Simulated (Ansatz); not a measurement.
`c1cc2sc(-c3cc4sc(-c5cc6sccc6s5)cc4s3)cc2s1`. The state is a singlet with charge 0. Geometry r2SCAN-D4/def2-SVP.

```csv
atom,x (Å),y (Å),z (Å)
C1,-1.789,-8.150,0.035
C2,-0.965,-7.476,0.907
C3,-0.908,-6.095,0.584
S4,-0.093,-4.712,1.236
C5,-0.806,-3.659,0.016
C6,-0.495,-2.254,0.014
C7,0.336,-1.553,0.881
C8,0.389,-0.181,0.556
S9,1.205,1.203,1.209
C10,0.493,2.255,-0.012
C11,0.805,3.659,-0.015
C12,1.632,4.360,0.853
C13,1.686,5.735,0.527
S14,2.495,7.124,1.178
C15,1.790,8.150,-0.035
C16,0.966,7.476,-0.908
C17,0.909,6.095,-0.584
S18,0.097,4.711,-1.239
C19,-0.336,1.553,-0.880
C20,-0.391,0.181,-0.555
S21,-1.205,-1.203,-1.209
C22,-1.632,-4.360,-0.853
C23,-1.687,-5.735,-0.527
S24,-2.497,-7.124,-1.176
H25,-2.028,-9.214,0.031
H26,-0.432,-7.953,1.732
H27,0.871,-2.025,1.706
H28,2.165,3.889,1.681
H29,2.029,9.214,-0.032
H30,0.435,7.952,-1.734
H31,-0.871,2.025,-1.707
H32,-2.166,-3.888,-1.680
```

Single mean-field runs in def2-TZVP are fitted with def2-universal-jkfit.

Problem. Estimate the orbital energies around the gap (eV) in Ansatz with PBE-D4/def2-SVP, PBE-D4/def2-TZVP, r2SCAN-D4/def2-TZVP, PBE0-D4/def2-SVP, PBE0-D4/def2-TZVP.

Solution. 
| orbital | PBE-D4/def2-SVP | PBE-D4/def2-TZVP | r2SCAN-D4/def2-TZVP | PBE0-D4/def2-SVP | PBE0-D4/def2-TZVP |
| --- | --- | --- | --- | --- | --- |
| HOMO−9 | -7.89 | -7.93 | -8.26 | -9.28 | -9.26 |
| HOMO−8 | -7.15 | -7.19 | -7.48 | -8.43 | -8.40 |
| HOMO−7 | -7.14 | -7.18 | -7.46 | -8.40 | -8.38 |
| HOMO−6 | -7.03 | -7.08 | -7.35 | -8.27 | -8.25 |
| HOMO−5 | -6.46 | -6.50 | -6.71 | -7.59 | -7.55 |
| HOMO−4 | -5.81 | -5.87 | -6.09 | -6.90 | -6.90 |
| HOMO−3 | -5.73 | -5.78 | -5.99 | -6.80 | -6.79 |
| HOMO−2 | -5.57 | -5.62 | -5.83 | -6.66 | -6.64 |
| HOMO−1 | -5.43 | -5.47 | -5.64 | -6.41 | -6.39 |
| HOMO | -4.58 | -4.61 | -4.72 | -5.39 | -5.35 |
| LUMO | -2.66 | -2.74 | -2.71 | -2.17 | -2.18 |
| LUMO+1 | -1.84 | -1.95 | -1.87 | -1.18 | -1.24 |
| LUMO+2 | -0.99 | -1.16 | -1.01 | -0.18 | -0.31 |
| LUMO+3 | -0.59 | -0.90 | -0.70 | 0.33 | 0.09 |
| LUMO+4 | -0.55 | -0.85 | -0.66 | 0.43 | 0.12 |
| LUMO+5 | -0.45 | -0.84 | -0.63 | 0.55 | 0.16 |
